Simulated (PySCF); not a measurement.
Compound: C3H8BFSi.
Numbering: `[BH2:1][Si@H:2]1[CH2:3][C@@H:4]([F:5])[CH2:6]1` (hydrogens: H7, H8 on B1; H9 on Si2; H10, H11 on C3; H12 on C4; H13, H14 on C6)

Computed with PBE0-D3(BJ)/def2-SVP geometry optimisation, gas phase in PySCF.

(1) List the bond lengths, angles and torsions at this level.

Results:

(1) 
```json
{"bond": "B1–Si2", "length (Å)": "2.008", "order": "single"}
{"bond": "Si2–C3, Si2–C6", "length (Å)": "1.918", "order": "single"}
{"bond": "C3–C4, C4–C6", "length (Å)": "1.531", "order": "single"}
{"bond": "C4–F5", "length (Å)": "1.375", "order": "single"}
{"bond": "B1–H7, B1–H8", "length (Å)": "1.209", "order": "single"}
{"bond": "Si2–H9", "length (Å)": "1.496", "order": "single"}
{"bond": "C3–H10, C6–H13", "length (Å)": "1.102", "order": "single"}
{"bond": "C3–H11, C6–H14", "length (Å)": "1.098", "order": "single"}
{"bond": "C4–H12", "length (Å)": "1.105", "order": "single"}
```

Bonds in one row agree within 0.01 Å and their mean is given. Orders are formal, as drawn. A selection of angles:
```json
{"angle": "Si2–B1–H7", "degrees": "124.2"}
{"angle": "Si2–B1–H8", "degrees": "117.9"}
{"angle": "H7–B1–H8", "degrees": "117.8"}
{"angle": "B1–Si2–C3", "degrees": "117.3"}
{"angle": "B1–Si2–H9", "degrees": "116.1"}
{"angle": "C3–Si2–C6", "degrees": "76.2"}
{"angle": "C3–Si2–H9", "degrees": "112.0"}
{"angle": "Si2–C3–C4", "degrees": "86.6"}
{"angle": "Si2–C3–H10", "degrees": "108.4"}
{"angle": "Si2–C3–H11", "degrees": "123.8"}
{"angle": "C4–C3–H10", "degrees": "109.2"}
{"angle": "C4–C3–H11", "degrees": "117.1"}
{"angle": "H10–C3–H11", "degrees": "109.4"}
{"angle": "C3–C4–F5", "degrees": "114.4"}
{"angle": "C3–C4–C6", "degrees": "101.2"}
{"angle": "C3–C4–H12", "degrees": "109.8"}
{"angle": "F5–C4–H12", "degrees": "107.1"}
{"angle": "Si2–C6–H13", "degrees": "108.5"}
```

Torsions: B1–Si2–C3–C4 134° (anticlinal); Si2–C3–C4–F5 -149° (anticlinal); C3–C4–C6–Si2 26° (synperiplanar); B1–Si2–C6–C4 -134° (anticlinal).

Si2 (SiH silicon) has angles from 76.2° to 117.3°. The 4-membered ring Si2–C3–C4–C6 has internal angles of 76.2° to 101.2° (sum 351°, against 360° for a flat polygon); it is puckered, 0.17 Å rms from its mean plane, widest ring torsion 26°. B1 (three-coordinate boron) is planar (angles 124.2°, 117.9° and 117.8°, sum 360.0°, 0.00 Å off the plane of its three neighbours).

Point group: Cs (every atom within 0.08 Å of its image). Not checked by PBE0-D3(BJ)/def2-SVP frequencies. The numbers are those of one conformer (H–B1–Si2–C3 137° and -43°, B1–Si2–C3–C4 134°, Si2–C3–C4–F5 -149°, C3–C4–C6–Si2 26°, B1–Si2–C6–C4 -134°).
